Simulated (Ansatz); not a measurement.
Molecule: C$_{3}$Si, charge 0, multiplicity 1. 
Structure (B3LYP-D3(BJ)/def2-TZVP (Ansatz, an electronic-structure program) minimum search):
```xyz
4

Si    -1.1780     0.0195     0.0025
C      0.5192     0.7250     0.0011
C      0.4949    -0.7417    -0.0032
C      1.7345    -0.0287    -0.0036
```

Wanted: vertical electron affinity (to the doublet state of charge -1; a negative value means that the extra electron is unbound and the number depends on the basis; each state is the SCF solution reached for its spin; for the singlet the Hartree-Fock reference is unstable and T1 is 0.016), in eV. Valence correlation only, unless marked. Open shells are spin-unrestricted. No spin-orbit coupling. Non-relativistic. Anions need diffuse functions: aug- sets have them; def2-D sets add few. Basis-set limits of correlation are two-point, X^-3; Hartree-Fock from the larger set. [CCSD(T)-MP2]/basis is that difference in the basis named.

RI-MP2/CBS(aug-cc-pV(T+d)Z,aug-cc-pV(Q+d)Z)+[CCSD(T)-MP2]/aug-cc-pV(T+d)Z (Ansatz) gives 1.87 eV.

Another calculation gave 1.87 eV. Which level was it?
A) SVWN5/def2-TZVPD (Ansatz)
B) wB97M-V/def2-TZVPD (Ansatz)
C) wB97X/def2-TZVPD (Ansatz)
D) PBE0/def2-TZVPD (Ansatz)

C, wB97X/def2-TZVPD (Ansatz). The others give 2.13 (SVWN5), 2.00 (PBE0), 1.68 (wB97M-V) eV.
